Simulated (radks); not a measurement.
Isoelectronic series with 8 electrons, all held in the configuration [He] 2s2 2p4, which need not be the ground one along the series. Calculated with a radial shooting solver on a logarithmic mesh with Libxc functionals: Dirac Kohn-Sham, PBE, spin-unpolarised, spherical densities, finite nucleus; open shells fill j = l - 1/2 first; Fermi nuclear charge, rms radius of each element as measured or else 0.836 A^(1/3) + 0.57 fm. Total energies (hartree) and orbital eigenvalues (Ry):

| ion | E (hartree) | 2p3/2 | 2p1/2 |
|---|---|---|---|
| O | -75.00272 | -0.66246 | -0.66515 |
| Ne2+ | -126.60075 | -4.02501 | -4.03497 |
| Mg4+ | -192.33462 | -9.45808 | -9.48446 |
| Si6+ | -272.21993 | -16.91605 | -16.97353 |
| S8+ | -366.29927 | -26.38679 | -26.49696 |
| Ar10+ | -474.62962 | -37.86588 | -38.05857 |
| Ca12+ | -597.27959 | -51.35189 | -51.66659 |
| Ti14+ | -734.32829 | -66.84487 | -67.33217 |
| Cr16+ | -885.86549 | -84.34580 | -85.06890 |
| Fe18+ | -1051.99133 | -103.8563 | -104.8926 |
| Ni20+ | -1232.81703 | -125.3786 | -126.8211 |
| Zn22+ | -1428.46418 | -148.9152 | -150.8744 |
| Ge24+ | -1639.06664 | -174.4691 | -177.0749 |
| Se26+ | -1864.77060 | -202.0438 | -205.4467 |
| Kr28+ | -2105.73402 | -231.6429 | -236.0167 |
| Sr30+ | -2362.12828 | -263.2705 | -268.8140 |
